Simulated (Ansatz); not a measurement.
Start from `[F][Ge]([Cl])([Cl])[Cl]` and change one atom or group to get `[OH][Ge]([Cl])([Cl])[Cl]`.

Ansatz, PBE0-D4/def2-TZVP geometries, multiplicity 1. Each molecule was computed in one conformer, which needn't be the lowest.

Scalar relativity is left out up to krypton.

| property | `[F][Ge]([Cl])([Cl])[Cl]` |
| --- | --- |
| LUMO energy (PBE0/def2-TZVPP) / eV | -2.05 |
| HOMO energy (PBE/def2-TZVPP) / eV | -8.34 |
| HOMO energy (B3LYP/def2-TZVPP) / eV | -9.51 |
| HOMO energy (PBE0/def2-TZVPP) / eV | -9.82 |
| size of the dipole moment (B3LYP/def2-TZVPP) / D | 0.94 |
| LUMO energy (ωB97M-V/def2-TZVPP) / eV | 0.07 |

Q: Give the same properties after the change, and the shifts. (Estimate.)

A: Computed: 
| property | `[OH][Ge]([Cl])([Cl])[Cl]` | shift |
| --- | --- | --- |
| LUMO energy (PBE0/def2-TZVPP) / eV | -1.67 | 0.38 |
| HOMO energy (PBE/def2-TZVPP) / eV | -7.99 | 0.35 |
| HOMO energy (B3LYP/def2-TZVPP) / eV | -9.20 | 0.31 |
| HOMO energy (PBE0/def2-TZVPP) / eV | -9.50 | 0.32 |
| size of the dipole moment (B3LYP/def2-TZVPP) / D | 1.41 | 0.47 |
| LUMO energy (ωB97M-V/def2-TZVPP) / eV | 0.41 | 0.34 |

With PBE0 the HOMO rises by 0.32 eV and the LUMO rises by 0.38 eV, so the gap widens by about 0.06 eV. PBE moves the HOMO by 0.35 eV and ωB97M-V by 0.31 eV. The zero-point energy changes by 29.5 kJ/mol with +3 modes. Dipoles are sizes alone; their direction can turn.

B3LYP here is the variant with VWN-RPA as its local correlation; programs differ in this.
